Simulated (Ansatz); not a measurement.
The atomisation energy (no zero-point term) down a group: B to In

Gas-phase molecules, one atom swapped for its congeners: C2HBCl2 `C#CB(Cl)Cl`; C2HAlCl2 `C#[C][Al]([Cl])[Cl]`; C2HCl2Ga `C#[C][Ga]([Cl])[Cl]`; C2HCl2In `C#[C][In]([Cl])[Cl]`. All are singlets with charge 0.

Shapes, held fixed at every level: PBE0-D4/def2-TZVP. Programs: Ansatz 0.2.0. Values in eV.

```tsv
level	C2HBCl2	C2HAlCl2	C2HCl2Ga	C2HCl2In
HF/def2-SVP	20.15	19.13	17.37	16.05
SPW92/def2-TZVPP	31.05	28.71	27.13	25.79
r2SCAN0-D4/def2-TZVPP	26.41	25.01	23.22	21.92
wB97X-V/def2-TZVPP	26.57	25.28	23.52	22.38
MP2/def2-SVP	26.60	24.89	23.31	21.91
CCSD(T)/def2-SVP	25.52	23.95	22.36	20.99
CCSD(T)/def2-TZVPP	25.81	24.59	23.01	21.72
```

At CCSD(T)/def2-TZVPP the atomisation energy falls at every step, from 25.81 to 21.72 eV. Every level shows the same order. For atoms past krypton def2 sets carry core potentials with scalar relativity. Relativity is left out for Ga. Outer-core shells of Ga, In are correlated, in sets that cover them unevenly. Spin-orbit coupling, which grows down the group, is left out (summed over each molecule's free atoms 0.08, 0.09, 0.15, 0.26 eV). Coupled cluster in double- or triple-zeta sets underbinds by a few per cent against its basis-set limit.
